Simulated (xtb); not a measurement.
I₄Ta (SMILES [I][Ta+]([I])([I])[I]), charge +1, singlet, from a rough starting geometry (GFN-xTB shapes and energies of metal compounds can be far from the true ones) (the multiplicity is a formal guess); GFN2-xTB (xtb).

Input for xtb:
```
$ xtb mol.xyz --gfn 2 --chrg 1 --opt vtight --json

# file mol.xyz
5

Ta    -0.00512353     0.00658261    -0.01358641
I      2.14324035    -0.56623937    -1.46677799
I      0.84181289     0.39800893     2.46140047
I     -1.13985156     2.23120114    -0.93929482
I     -1.73774659    -1.92857609    -0.09331453
```

**Question.** Write the output that xtb gives for this input, abridged.

**Answer.** 
```
   ID    Z sym.   atoms
    1   73 Ta     1
    2   53 I      2-5

           -------------------------------------------------
          |                Calculation Setup                |
           -------------------------------------------------

           -------------------------------------------------
          |                 G F N 2 - x T B                 |
           -------------------------------------------------

          ...................................................
          :                      SETUP                      :
          :.................................................:
          :  # basis functions                  50          :
          :  # atomic orbitals                  45          :
          :  # shells                           15          :
          :  # electrons                        32          :
          :  max. iterations                   250          :
          :  Hamiltonian                  GFN2-xTB          :
          :  restarted?                      false          :
          :  GBSA solvation                  false          :
          :  PC potential                    false          :
          :  electronic temp.          300.0000000     K    :
          :  accuracy                    1.0000000          :
          :  -> integral cutoff          0.2500000E+02      :
          :  -> integral neglect         0.1000000E-07      :
          :  -> SCF convergence          0.1000000E-05 Eh   :
          :  -> wf. convergence          0.1000000E-03 e    :
          :  Broyden damping             0.4000000          :
          :  net charge                          1          :
          :  unpaired electrons                  0          :
          ...................................................

 iter      E             dE          RMSdq      gap      omega  full diag
   1    -16.5153800 -0.165154E+02  0.963E+00    1.34       0.0  T
   2    -16.1163166  0.399063E+00  0.162E+01    4.90       1.0  T
   3    -16.8007100 -0.684393E+00  0.106E+01    3.07       1.0  T
   4    -16.8696430 -0.689330E-01  0.883E+00    2.86       1.0  T
   5    -17.0016555 -0.132013E+00  0.107E+00    2.07       1.0  T
   6    -17.0011319  0.523598E-03  0.109E+00    2.22       1.0  T
   7    -17.0013270 -0.195092E-03  0.902E-01    2.07       1.0  T
   8    -17.0033623 -0.203531E-02  0.138E-01    2.14       1.0  T
   9    -17.0033583  0.394827E-05  0.936E-02    2.15       1.0  T
  10    -17.0033734 -0.150110E-04  0.125E-02    2.14       3.6  T
  11    -17.0033735 -0.167858E-06  0.549E-03    2.14       8.1  T
  12    -17.0033725  0.102679E-05  0.212E-02    2.14       2.1  T
  13    -17.0033726 -0.141826E-06  0.196E-02    2.14       2.3  T
  14    -17.0033732 -0.527691E-06  0.121E-02    2.14       3.7  T
  15    -17.0033735 -0.358415E-06  0.216E-03    2.14      20.7  T
  16    -17.0033735 -0.889146E-08  0.963E-04    2.14      46.5  T
  17    -17.0033735 -0.159137E-08  0.512E-04    2.14      87.3  T

   *** convergence criteria satisfied after 17 iterations ***

         :::::::::::::::::::::::::::::::::::::::::::::::::::::
         ::                     SUMMARY                     ::
         :::::::::::::::::::::::::::::::::::::::::::::::::::::
         :: total energy             -16.964583219423 Eh    ::
         :: gradient norm              0.027540473452 Eh/a0 ::
         :: HOMO-LUMO gap              2.139218135918 eV    ::
         ::.................................................::
         :: SCC energy               -17.003365447437 Eh    ::
         :: -> isotropic ES            0.101838634735 Eh    ::
         :: -> anisotropic ES          0.019716480101 Eh    ::
         :: -> anisotropic XC         -0.008041929093 Eh    ::
         :: -> dispersion             -0.009058621140 Eh    ::
         :: repulsion energy           0.038782228014 Eh    ::
         :: add. restraining           0.000000000000 Eh    ::
         :: total charge               1.000000000000 e     ::
         :::::::::::::::::::::::::::::::::::::::::::::::::::::

      -----------------------------------------------------------
     |                   =====================                   |
     |                        A N C O P T                        |
     |                   =====================                   |
     |               Approximate Normal Coordinate               |
     |                Rational Function Optimizer                |
      -----------------------------------------------------------
      -----------------------------------------------------------
     |                   =====================                   |
     |                        A N C O P T                        |
     |                   =====================                   |
     |               Approximate Normal Coordinate               |
     |                Rational Function Optimizer                |
      -----------------------------------------------------------

          ...................................................
          :                      SETUP                      :
          :.................................................:
          :   optimization level         verytight          :
          :   max. optcycles                   200          :
          :   ANC micro-cycles                  20          :
          :   degrees of freedom                 9          :
          :.................................................:
          :   RF solver                   davidson          :
          :   write xtbopt.log                true          :
          :   linear?                        false          :
          :   energy convergence         0.1000000E-06 Eh   :
          :   grad. convergence          0.2000000E-03 Eh/α :
          :   maxmium RF displ.          1.0000000          :
          :   Hlow (freq-cutoff)         0.1000000E-01      :
          :   Hmax (freq-cutoff)         5.0000000          :
[...]
 * total energy  :   -16.9078341 Eh     change        0.4980639E-01 Eh
 * total energy  :   -16.9646787 Eh     change       -0.5684460E-01 Eh
 * total energy  :   -16.9452530 Eh     change        0.1942565E-01 Eh
 * total energy  :   -16.9646954 Eh     change       -0.1944237E-01 Eh
 * total energy  :   -16.9388350 Eh     change        0.2586037E-01 Eh
 * total energy  :   -16.9606843 Eh     change       -0.2184923E-01 Eh
 * total energy  :   -16.9575983 Eh     change        0.3085961E-02 Eh
 * total energy  :   -16.9653337 Eh     change       -0.7735411E-02 Eh
 * total energy  :   -16.9658508 Eh     change       -0.5170840E-03 Eh
 * total energy  :   -16.9659515 Eh     change       -0.1006938E-03 Eh
 * total energy  :   -16.9659553 Eh     change       -0.3783470E-05 Eh
 * total energy  :   -16.9659569 Eh     change       -0.1614564E-05 Eh
 * total energy  :   -16.9659569 Eh     change       -0.6813771E-08 Eh
   *** GEOMETRY OPTIMIZATION CONVERGED AFTER 16 ITERATIONS ***
[...]

 iter      E             dE          RMSdq      gap      omega  full diag
   1    -16.9985365 -0.169985E+02  0.101E-04    2.12       0.0  T
   2    -16.9985365 -0.118661E-11  0.808E-05    2.12     553.6  T
   3    -16.9985365  0.542855E-11  0.696E-05    2.12     642.3  T

   *** convergence criteria satisfied after 3 iterations ***

         :::::::::::::::::::::::::::::::::::::::::::::::::::::
         ::                     SUMMARY                     ::
         :::::::::::::::::::::::::::::::::::::::::::::::::::::
         :: total energy             -16.965956894648 Eh    ::
         :: gradient norm              0.000035643795 Eh/a0 ::
         :: HOMO-LUMO gap              2.119978381506 eV    ::
         ::.................................................::
         :: SCC energy               -16.998527857984 Eh    ::
         :: -> isotropic ES            0.101449474056 Eh    ::
         :: -> anisotropic ES          0.019154268952 Eh    ::
         :: -> anisotropic XC         -0.007470902527 Eh    ::
         :: -> dispersion             -0.008987683173 Eh    ::
         :: repulsion energy           0.032570963336 Eh    ::
         :: add. restraining           0.000000000000 Eh    ::
         :: total charge               1.000000000000 e     ::
         :::::::::::::::::::::::::::::::::::::::::::::::::::::

           -------------------------------------------------
          |                Property Printout                |
           -------------------------------------------------

    * Orbital Energies and Occupations

         #    Occupation            Energy/Eh            Energy/eV
      -------------------------------------------------------------
         1        2.0000           -0.9908061             -26.9612
       ...           ...                  ...                  ...
         4        2.0000           -0.9570624             -26.0430
         5        2.0000           -0.7874066             -21.4264
         6        2.0000           -0.6534553             -17.7814
         7        2.0000           -0.6534544             -17.7814
         8        2.0000           -0.6534539             -17.7814
         9        2.0000           -0.6367726             -17.3275
        10        2.0000           -0.6367710             -17.3274
        11        2.0000           -0.6367702             -17.3274
        12        2.0000           -0.6352548             -17.2862
        13        2.0000           -0.6352545             -17.2862
        14        2.0000           -0.6250921             -17.0096
        15        2.0000           -0.6250905             -17.0096
        16        2.0000           -0.6250881             -17.0095 (HOMO)
        17                         -0.5471803             -14.8895 (LUMO)
        18                         -0.5471796             -14.8895
        19                         -0.5228357             -14.2271
        20                         -0.5228340             -14.2270
        21                         -0.5228307             -14.2269
        22                         -0.3458042              -9.4098
        23                         -0.2226138              -6.0576
        24                         -0.2226107              -6.0575
        25                         -0.2226093              -6.0575
        26                         -0.2098263              -5.7097
        27                         -0.2098227              -5.7096
       ...                                ...                  ...
        45                          2.1778737              59.2630
      -------------------------------------------------------------
                  HL-Gap            0.0779078 Eh            2.1200 eV
             Fermi-level           -0.5861342 Eh          -15.9495 eV

     #   Z          covCN         q      C6AA      α(0)
     1  73 Ta       3.262     0.913   220.673    28.070
     2  53 I        0.833     0.022   370.063    33.209
     3  53 I        0.833     0.022   370.065    33.209
     4  53 I        0.834     0.022   370.063    33.209
     5  53 I        0.833     0.022   370.065    33.209

 Mol. C6AA /au·bohr⁶  :       8424.396271
 Mol. C8AA /au·bohr⁸  :     875131.647558
 Mol. α(0) /au        :        160.905934

Wiberg/Mayer (AO) data.
largest (>0.10) Wiberg bond orders for each atom

 ---------------------------------------------------------------------------
     #   Z sym  total        # sym  WBO       # sym  WBO       # sym  WBO
 ---------------------------------------------------------------------------
     1  73 Ta   5.708 --     4 I    1.427     2 I    1.427     3 I    1.427
                             5 I    1.427
     2  53 I    1.638 --     1 Ta   1.427
     3  53 I    1.638 --     1 Ta   1.427
     4  53 I    1.638 --     1 Ta   1.427
     5  53 I    1.638 --     1 Ta   1.427
 ---------------------------------------------------------------------------

Topologies differ in total number of bonds
Writing topology from bond orders to xtbtopo.mol

molecular dipole:
                 x           y           z       tot (Debye)
 q only:        0.039       0.053      -0.020
   full:        0.039       0.053      -0.019       0.174
molecular quadrupole (traceless):
                xx          xy          yy          xz          yz          zz
 q only:       -0.000       0.003       0.002      -0.001      -0.002      -0.002
  q+dip:       -0.000       0.003       0.002      -0.001      -0.002      -0.002
   full:       -0.000       0.002       0.002      -0.001      -0.002      -0.002

optimized geometry written to: xtbopt.xyz

           -------------------------------------------------
          | TOTAL ENERGY              -16.965956894648 Eh   |
          | GRADIENT NORM               0.000035643795 Eh/α |
          | HOMO-LUMO GAP               2.119978381506 eV   |
           -------------------------------------------------

normal termination of xtb
```
